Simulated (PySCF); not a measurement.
Ta(NH)(SMe)3, C₃H₁₀NS₃Ta (singlet state).
Structure used (PBE0-D3(BJ)/def2-SVP), in Å, numbered top down from 1:
```
atom  x, y, z in Å
Ta1   -0.0042   -0.0649   -0.6169
N2     0.0880   -0.0232    1.1418
H3     0.1148   -0.0113    2.1549
S4     2.1062   -0.7641   -1.4461
C5     2.9130   -1.7597   -0.1486
H6     3.0278   -1.1691    0.7687
H7     3.9015   -2.0518   -0.5273
H8     2.3261   -2.6628    0.0613
S9    -0.5863    2.1163   -1.3489
C10    0.0299    3.3025   -0.1081
H11   -0.4070    3.0889    0.8755
H12   -0.2710    4.3066   -0.4359
H13    1.1246    3.2587   -0.0450
S14   -1.7070   -1.5956   -1.2455
C15   -2.9806   -1.4965    0.0592
H16   -2.5469   -1.7404    1.0374
H17   -3.7640   -2.2253   -0.1884
H18   -3.4212   -0.4914    0.0895
```

Computed, not measured: PySCF 2.14.0, PBE0-D3(BJ)/def2-SVP geometry optimisation, gas phase, def2 core potentials past Kr.

Problem. Which atoms are bound to Ta1, and at what distances?

Solution. 4 atoms: N2 1.762 Å, S4 2.373 Å, S9 2.373 Å, S14 2.374 Å. The nearest atom not counted as bound is H3, at 2.77 Å.

Problem. List the angles at Ta1.

Solution. 
```
     angle  degrees  distance of the outer atoms (Å)
 S4–Ta1–S9    112.4                             3.94
S4–Ta1–S14    110.8                             3.91
S9–Ta1–S14    109.6                             3.88
N2–Ta1–S14    108.5                             3.38
 N2–Ta1–S4    108.0                             3.36
 N2–Ta1–S9    107.4                             3.35
```

Problem. What is the shape at Ta1?

Solution. Tetrahedral: angles from 107.4° to 112.4°; τ4 = (360° − α − β)/141° = 0.97 with α and β the two widest (0 for a square, 1 for a tetrahedron).

Problem. What are the other bond lengths?

Solution. N2–H3 1.014 Å; S4–C5, S9–C10, S14–C15 1.824 Å; C5–H6 and 8 like bonds 1.098 Å.

Problem. Give some angles away from the centre.

Solution. Ta1–S4–C5 107.8°, Ta1–S14–C15 106.0°.

Problem. What are the rotational constants (commonest isotopes, rigid rotor)?

Solution. A = 824.6, B = 781.6, C = 496.9 MHz: an asymmetric top.

Point group: near C3, missed by 0.32 Å at most; the miss may be what the optimiser left on a soft mode. Charge 0, singlet. No frequency check.
